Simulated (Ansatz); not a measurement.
`C#C/N=C/O` and `O/C=[N]/[GaH2]` differ in one atom or group.

Ansatz, PBE0-D4/def2-TZVP geometries, multiplicity 1. Each molecule was computed in one conformer, which needn't be the lowest.

Scalar relativity is left out up to krypton.

| property | `C#C/N=C/O` |
| --- | --- |
| HOMO–LUMO gap (ωB97M-V/def2-TZVPP) / eV | 10.53 |
| HOMO energy (PBE/def2-TZVPP) / eV | -5.93 |
| size of the dipole moment (ωB97M-V/def2-TZVPP) / D | 1.37 |
| HOMO energy (ωB97M-V/def2-TZVPP) / eV | -9.24 |
| LUMO energy (ωB97M-V/def2-TZVPP) / eV | 1.28 |
| HOMO energy (PBE0/def2-TZVPP) / eV | -7.11 |

**Question.** Give the same properties after the change, and the shifts. (Best estimate.)

**Answer.** The calculation gave: 
| property | `O/C=[N]/[GaH2]` | shift |
| --- | --- | --- |
| HOMO–LUMO gap (ωB97M-V/def2-TZVPP) / eV | 10.04 | -0.49 |
| HOMO energy (PBE/def2-TZVPP) / eV | -6.01 | -0.08 |
| size of the dipole moment (ωB97M-V/def2-TZVPP) / D | 0.28 | -1.09 |
| HOMO energy (ωB97M-V/def2-TZVPP) / eV | -9.56 | -0.32 |
| LUMO energy (ωB97M-V/def2-TZVPP) / eV | 0.48 | -0.80 |
| HOMO energy (PBE0/def2-TZVPP) / eV | -7.27 | -0.16 |

With PBE0 the HOMO falls by 0.16 eV and the LUMO falls by 0.29 eV, so the gap narrows by about 0.13 eV. PBE moves the HOMO by -0.08 eV and ωB97M-V by -0.32 eV. Dipoles are sizes alone; their direction can turn.
